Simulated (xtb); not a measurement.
Pb(Cl)(SiH3) (ClH₃PbSi), SMILES [Cl][Pb][SiH3] (connectivity only; charge and spin as stated), neutral, multiplicity 1. All values are semi-empirical tight-binding results from xtb (GFN2-xTB unless named), good for trends rather than for accurate numbers. Coordinates come from a GFN2-xTB optimisation.

Optimised geometry:

```xyz
6

Pb     0.0033    -0.0873     0.5205
Cl    -1.0288    -1.4576    -1.3096
Si     0.9704     1.8011    -1.1396
H      2.2798     1.4817    -1.7145
H      1.2132     3.0857    -0.4670
H      0.1386     2.1548    -2.2844
```
Charge 0, spin multiplicity 1.

A frequency run showed that this geometry is not a minimum.

For metal compounds this method's bond lengths and energies can be far off.

Computed properties:
```json
{
  "orbital_gap": "1.48 eV"
}
```

Give the atomic charges and the Wiberg bond orders between heavy atoms. (Estimate from the structure and the level; the computed values follow.)

charges (e) Pb1 0.46, Cl2 -0.46, Si3 0.33, H4 -0.11, H5 -0.12, H6 -0.10. Bond orders Pb1–Cl2 0.90, Pb1–Si3 0.85.
